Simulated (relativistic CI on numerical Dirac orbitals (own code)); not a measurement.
Os XXIV: q coefficients and field-shift factors

Method of calculation: Dirac-Coulomb-Breit CI, orbitals from a KLI potential per configuration, derivatives by finite differences, unscaled Slater integrals, QED left out (own radial code, finite nucleus).

Configuration list (outside the closed core [Kr] 4d10): 4f7.

With x = (α/α₀)² − 1 an excitation energy changes as ω = ω₀ + qx; K = 2q/ω₀ is the relative enhancement. Terms are leading LS components, so labels can repeat. The field-shift factor is F = δν/δ⟨r²⟩ for the transition from the lowest level.

Lowest level 4f7 8S°_7/2.

| Level | ω₀ (cm⁻¹) | q (cm⁻¹) | F (GHz/fm²) |
| --- | --- | --- | --- |
| 4f7 6P°_7/2 | 65816.4 | -26270 | -0.365 |
| 4f7 6P°_5/2 | 73467.6 | -10150 | 0.362 |
| 4f7 6I°_7/2 | 77057.0 | -14140 | 0.243 |
| 4f7 6P°_3/2 | 78882.9 | -2314 | 0.734 |
| 4f7 6I°_9/2 | 81147.0 | -10600 | 0.436 |
| 4f7 6I°_17/2 | 82410.0 | -5728 | 0.678 |
| 4f7 6I°_11/2 | 85105.9 | -1669 | 0.844 |
| 4f7 6I°_15/2 | 86806.1 | 2563 | 1.05 |
| 4f7 6I°_13/2 | 86818.3 | 1312 | 0.99 |
| 4f7 6D°_9/2 | 91797.8 | -5584 | 0.75 |
| 4f7 6D°_7/2 | 99326.7 | -1685 | 0.982 |
| 4f7 6D°_1/2 | 102973.2 | 12060 | 1.57 |
| 4f7 6D°_5/2 | 104599.6 | 10080 | 1.51 |

At this charge energies of transitions that change n are usually good to better than 1 %, and those within a shell (Δn = 0) to a few per cent. Terms inside the open d or f shell come out 10 to 20 % too wide with unscaled integrals.

(1) Which transition from the lowest level has the largest |K|?

## Answers

(1) 4f7 6P°_7/2 at 65816.4 cm⁻¹, K = -0.798.
